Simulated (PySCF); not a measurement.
Bonds (- single, = double, # triple, : aromatic): C1#C2, C2-Si3, Si3-C4, C4=C5, C5-Si6, Si6-C7, Si6-C8, C8=C9, C9-Si3. C1 carries H10; Si3 carries H11; C4 carries H12; C5 carries H13; Si6 carries H14; C7 carries H15, H16, H17; C8 carries H18; C9 carries H19. Stereochemistry as in C#C[Si@H]1C=C[Si@@H](C)C=C1.

- σ from GIAO-PBE0/pcSseg-1
- geometry: PBE0-D3(BJ)/def2-SVP
- program: PySCF
- no solvent model, non-relativistic, one conformer, one averaged value for each set of equivalent atoms

Scale: ¹³C (σ = 184.41 ppm) against TMS (reference shieldings calculated alike).

**Question.** Do the ¹³C shifts follow the atomic charges (in e)? Tabulate both.

**Answer.** 
```
atoms  hybridisation  δ (ppm)  σ para (ppm)  Hirshfeld    IAO  Mulliken  ESP-fitted
C5/C8            sp2    158.8          -235      -0.13  -0.40     -0.42       -0.44
C4/C9            sp2    153.2          -229      -0.13  -0.40     -0.42       -0.20
   C1             sp    103.8          -181      -0.09  -0.19     -0.21       -0.37
   C2             sp     86.7          -162      -0.16  -0.33     -0.19       -0.12
   C7            sp3     -3.1           -67      -0.21  -0.71     -0.63       -0.67
```

Correlation coefficients of δ with charge over these carbons: Hirshfeld +0.77, IAO +0.64, Mulliken +0.42, ESP-fitted +0.59; with the paramagnetic shielding -1.00. With so few points, grouped by hybridisation, these coefficients are fragile. Charge is one influence among several: hybridisation and low-lying excitations act through the paramagnetic term.

Shifts are as computed. Against solution values, carbons near 30 ppm lie about +2 ppm off and those near 130 ppm about +5 ppm. Of 1211 compounds with measured shifts, 218 miss one by over three times the rms of a fit or turn the order of signals round; such compounds aren't used in these exercises.
